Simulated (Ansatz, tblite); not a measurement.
Cost and result up the ladder for Se(CCH)2 (C₄H₂Se) (7 atoms). Total charge 0; singlet. Geometry: PBE0-D4/def2-SVP.

```xyz
7

Se    0.299    1.580    0.163
C     0.128    0.267    1.425
C     0.028   -0.547    2.321
H    -0.062   -1.274    3.108
C     0.031    0.571   -1.339
C    -0.137   -0.029   -2.380
H    -0.287   -0.568   -3.298
```

Ansatz on 4 threads of Arm Neoverse V1 on a shared host; xTB runs through tblite on one thread. Times are rough, summed over both states, and most runs start from the orbitals of an earlier one. PBE0-D4/def2-TZVP serves as the yardstick here, not as an exact answer. The other state is a triplet.

The xTB rows come from tblite.

xTB has no spin-polarisation term.

```
                         level  functions  wall time  vertical triplet (eV)  difference from PBE0-D4/def2-TZVP (eV)
                      GFN2-xTB         27    0.006 s                   3.83                                   -0.19
                      GFN1-xTB         29    0.009 s                   4.22                                    0.19
PBE-D4/def2-TZVP (with forces)        184      5.9 s                   3.77                                   -0.25
           r2SCAN-D4/def2-TZVP        184       12 s                   3.83                                   -0.20
             PBE0-D4/def2-TZVP        184       14 s                   4.02                                    0.00
```
